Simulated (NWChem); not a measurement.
Molecule: BH2SOF; SMILES OB(F)S

```xyz
6

B      0.0138    -0.4576     0.0000
F     -1.1188    -1.1691     0.0000
O      1.2227    -1.0722     0.0000
H      1.1325    -2.0385     0.0000
S     -0.1217     1.3612     0.0000
H      1.2067     1.5946     0.0000
```
Atoms are numbered in this order, from 1.

Computed with NWChem. Pople sets run with spherical d functions. Coordinates come from a B3LYP/6-31G* (spherical d) optimisation. Core excitations by TDA in a window of 1s orbitals, non-relativistic and unshifted: absolute energies depend strongly on the exact-exchange share.

### Question
What does the run give for O K edge, PBE/6-311G**? Quantities: first 1s excitation (eV); dipole oscillator strength of the first; first state with f > 0.002 (eV); dipole oscillator strength of that state.

### Answer
```json
{
 "first 1s excitation (eV)": "510.7",
 "dipole_oscillator_strength_of_the_first": "0.0002",
 "first state with f > 0.002 (eV)": "511.0",
 "dipole_oscillator_strength_of_that_state": "0.0136"
}
```
